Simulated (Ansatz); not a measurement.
`[OH][InH][CH2][SiH3]` + `CC` → `C[CH2][InH][OH]` + `C[SiH3]`  (formal exchange of groups at the In–C bond)

Calculated with Ansatz (gas phase, PBE0-D4/def2-TZVP geometries, no zero-point term in ΔE). CCSD(T)/CBS adds triple-zeta CCSD(T) − MP2 to the extrapolated MP2 energy (def2 sets, frozen cores). This one scheme is used for every species. Functionals use def2-TZVPP. HSE06 is defined as in plane-wave codes. Elements past krypton have def2 core potentials. For In outer-core shells are correlated without core-valence functions, which leaves a few kJ/mol of doubt a bond. Each species was taken in one conformer, which may not be the lowest.

```csv
level,ΔE (kcal/mol)
HSE06-D4,5.2
PBE,4.3
revPBE,4.0
PBE0,4.9
LC-ωPBE,5.1
MP2/def2-TZVPP,5.7
HF/def2-QZVPP,5.5
SCS-MP2/def2-QZVPP,5.6
```

(1) What does CCSD(T)/CBS give? (Estimate.)

Largest T1 diagnostic among the species: 0.015.

Answers

(1) Ansatz gave: +5.7 kcal/mol. The listed levels differ from it by -0.5, -1.4, -1.7, -0.8, -0.6, 0.0, -0.2, -0.1 kcal/mol.

From BLYP to BHLYP (50 % exact exchange), in def2-TZVPP and without D4, ΔE moves by +1.3 kcal/mol. Leaving LDA and LC-ωPBE aside and taking each functional with its dispersion term where it has one, the values, not all of them listed here, spread over 1.4 kcal/mol, from BLYP-D4 to BHLYP-D4.
